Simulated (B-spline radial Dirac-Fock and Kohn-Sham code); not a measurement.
# Dipole and non-dipole photoemission parameters of In²⁺ 4d3/2

System: In²⁺, [Kr] 4d10 5s1; threshold 44.01 eV (orbital energy of the model). Model: Dirac-Hartree-Slater photoionisation with a Latter tail; cross sections with all multipoles, angular parameters from the dipole term and its interference with E2. Program: a radial finite-basis atomic code.

For linearly polarised light dσ/dΩ = σ/(4π) [1 + β P₂(cos θ) + (δ + γ cos²θ) sin θ cos φ], with θ from the polarisation vector and φ the angle between the beam and the projection of the electron momentum on the plane normal to the polarisation.

```
hν (eV)   σ (kb)       β       γ       δ
   58.5    14400   0.540  -0.010   0.002
     80     2980   1.309  -0.042  -0.001
    165      187  -0.486   0.150   0.001
    206      262   0.152   0.104  -0.008
    213      268   0.226   0.096  -0.008
    219      273   0.283   0.089  -0.009
    287        ?       ?       ?       ?
    313      254   0.807   0.009  -0.006
    536      127   1.189  -0.025   0.009
    539      126   1.191  -0.024   0.009
    561      118   1.208  -0.021   0.010
    600      104   1.234  -0.014   0.012
    722     72.4   1.289   0.017   0.018
    752     66.5   1.298   0.026   0.019
   1170     23.9   1.336   0.178   0.035
 1486.9     12.9   1.317   0.295   0.046
   1820     7.43   1.285   0.408   0.056
   1950     6.12   1.271   0.449   0.060
   2070     5.16   1.258   0.486   0.064
   2290     3.84   1.233   0.551   0.071
   3240     1.33   1.130   0.788   0.102
   3300     1.25   1.124   0.801   0.104
   4790    0.366   0.989   1.060   0.155
 5414.7    0.240   0.942   1.143   0.176
   6000    0.168   0.902   1.211   0.196
   6360    0.136   0.879   1.249   0.208
 8047.8   0.0583   0.786   1.393   0.264
  12000   0.0130   0.632   1.610   0.386
  15000  0.00543   0.548   1.706   0.473
```

Q: Give the values at 287 eV.

A: σ = 269 kb, β = 0.708, γ = 0.026, δ = -0.007.

Values without a named source are computed, but for edge energies of neutral atoms, which are taken from tables.
